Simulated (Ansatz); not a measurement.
`CO[SiH2][SiH2]O` → `O[SiH2][SiH3]` + `C=O`  (β-hydride elimination)

Computed with Ansatz on PBE0-D4/def2-TZVP structures; ΔE is electronic, products minus reactants. CCSD(T)/CBS adds triple-zeta CCSD(T) − MP2 to the extrapolated MP2 energy (def2 sets, frozen cores). This one scheme is used for every species. DFT in def2-TZVPP. B3LYP here is the variant with VWN-RPA as its local correlation; programs differ in this. HSE06 is defined as in plane-wave codes. One conformer a species, not always the lowest.

| level | ΔE (kJ/mol) | difference from CCSD(T)/CBS |
| --- | --- | --- |
| LDA (SPW92) | 223.4 | 34.3 |
| revPBE-D4 | 171.4 | -17.7 |
| BLYP-D4 | 167.7 | -21.4 |
| r2SCAN-D4 | 192.1 | 3.0 |
| B3LYP-D4 | 182.3 | -6.8 |
| HSE06-D4 | 193.3 | 4.2 |
| BHLYP-D4 | 198.2 | 9.1 |
| ωB97X-V | 191.2 | 2.1 |
| LC-ωPBE | 192.4 | 3.3 |
| HF/def2-SVP | 161.8 | -27.3 |
| CCSD/def2-SVP | 160.0 | -29.1 |
| CCSD(T)/def2-TZVPP | 181.4 | -7.7 |
| HF/def2-QZVPP | 167.6 | -21.5 |
| SCS-MP2/def2-QZVPP | 185.4 | -3.7 |
| HF/CBS(def2) | 167.7 | -21.4 |
| MP2/CBS(def2) | 200.4 | 11.3 |
| CCSD(T)/CBS | 189.1 | 0 |

Largest T1 diagnostic among the species: 0.015.

From BLYP to BHLYP (50 % exact exchange), in def2-TZVPP and without D4, ΔE moves by +38.1 kJ/mol. Leaving LDA and LC-ωPBE aside and taking each functional with its dispersion term where it has one, the values, not all of them listed here, spread over 34.3 kJ/mol, from BLYP-D4 to r2SCAN0-D4. LDA lies +52.5 kJ/mol from PBE without D4. The D4 term adds +13.8 kJ/mol with B3LYP and +7.6 kJ/mol with PBE0; it sums over pairs of atoms, weighted by their polarisabilities, and B3LYP, whose exchange is more repulsive, gets the larger term.

CCSD(T)/CBS has its own doubt, a few kJ/mol and more with outer-core shells, so smaller differences from it don't rank the levels.
